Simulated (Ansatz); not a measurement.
Ansatz (a program for electronic structure) input file for CH₈FNOSi₂, SMILES C[Si@@H](O)[Si@H](N)F, CAM-B3LYP/def2-SVPD. The structure is a stationary point at PBE0-D3(BJ)/def2-SVP. The structure was generated by enumeration; whether it is a known compound was not checked. Other conformers were not sampled.

Ansatz 0.2 input:
```yaml
crystal:
  periodic: [false, false, false]
  atoms:
    - {symbol: C, position_ang: [-2.36345267, -0.67993190, 0.20029170]}
    - {symbol: Si, position_ang: [-0.97822370, 0.36562685, -0.50747730]}
    - {symbol: O, position_ang: [-1.23961943, 2.01267633, -0.32543120]}
    - {symbol: Si, position_ang: [1.05395914, -0.26653709, 0.47732038]}
    - {symbol: N, position_ang: [2.36751539, 0.42279195, -0.37868586]}
    - {symbol: F, position_ang: [1.05011085, -1.91101899, 0.48416163]}
    - {symbol: H, position_ang: [-2.13214949, -1.74579523, 0.04218976]}
    - {symbol: H, position_ang: [-2.47763123, -0.51943251, 1.28390435]}
    - {symbol: H, position_ang: [-3.32517373, -0.45379023, -0.28534138]}
    - {symbol: H, position_ang: [-0.89403662, 0.14940926, -1.98383644]}
    - {symbol: H, position_ang: [-1.05640297, 2.38089476, 0.54311262]}
    - {symbol: H, position_ang: [1.21828497, 0.12581145, 1.90987106]}
    - {symbol: H, position_ang: [3.30828994, 0.43596207, -0.00118344]}
    - {symbol: H, position_ang: [2.37258877, 0.45749190, -1.39147373]}
basis:
  gaussian:
    orbitals: def2-SVPD
hamiltonian:
  xc: {name: CAM-B3LYP}
```

Log of the run:

```
WARN ansatz: RAYON_NUM_THREADS=2 ignored (pool sized by the plan → 2); use --threads N
Functional definition: CAM-B3LYP
integrals: 0.19 GiB planned
1700 factors; their error is unknown
integrals: 0.22 GiB planned
742 factors; integrals over basis functions are off by at most 2.0e-5 eV
mean field: 1.88 GiB planned
mean field evaluation 1: about -23156.9073 eV, gradient 7.8e1 eV
mean field evaluation 2: about -23150.9963 eV, gradient 9.7e1 eV
mean field evaluation 4: about -23168.2292 eV, gradient 3.3e0 eV
mean field evaluation 8: about -23168.2532 eV, gradient 3.6e-2 eV
mean field evaluation 16: about -23168.3470 eV, gradient 4.3e-5 eV
mean field -23168.34702368 eV, -851.4210490508 hartree, gradient 4.3e-5 eV, S^2 0.000000; 0 other end points of the search recorded, 0 dependent functions left out
reference -23168.34718709 eV, -851.4210550559 hartree; 33, 33 occupied and 165, 165 virtual orbitals, 1700 factors
Total energy: -23168.34718709 eV, -851.4210550559 hartree
```

The calculation finished and met its thresholds.

Cost: roughly 12 core-seconds.
